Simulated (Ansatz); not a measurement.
`[SiH3]O[Si]O[SiH3]` + `[SH][SnH3]` → `[SiH3][S][SnH3]` + `O[Si]O[SiH3]`  (ligand exchange at the Si–O bond)

Calculated with Ansatz (gas phase, PBE0-D4/def2-TZVP geometries, no zero-point term in ΔE). CCSD(T)/CBS adds triple-zeta CCSD(T) − MP2 to the extrapolated MP2 energy (def2 sets, frozen cores). This one scheme is used for every species. Functionals use def2-TZVPP. Elements past krypton have def2 core potentials. For Sn outer-core shells are correlated without core-valence functions, which leaves a few kJ/mol of doubt a bond. One conformer a species, not always the lowest.

| species | BLYP energy (Eh) |
| --- | --- |
| `[SiH3]O[Si]O[SiH3]` | -1022.73596 |
| `[SH][SnH3]` | -614.84231 |
| `[SiH3][S][SnH3]` | -905.55728 |
| `O[Si]O[SiH3]` | -732.00671 |

Q: Work out ΔE.

A: ΔE = (-905.55728) + (-732.00671) − (-1022.73596) − (-614.84231) = 0.01428 Eh = +37.5 kJ/mol. CCSD(T)/CBS gives +29.1 kJ/mol.

Largest T1 diagnostic among the species: 0.014.

From BLYP to BHLYP (50 % exact exchange), in def2-TZVPP and without D4, ΔE moves by +7.1 kJ/mol. The D4 term adds −3.8 kJ/mol with B3LYP and −1.9 kJ/mol with PBE0; it sums over pairs of atoms, weighted by their polarisabilities, and B3LYP, whose exchange is more repulsive, gets the larger term.

B3LYP here is the variant with VWN-RPA as its local correlation; programs differ in this.
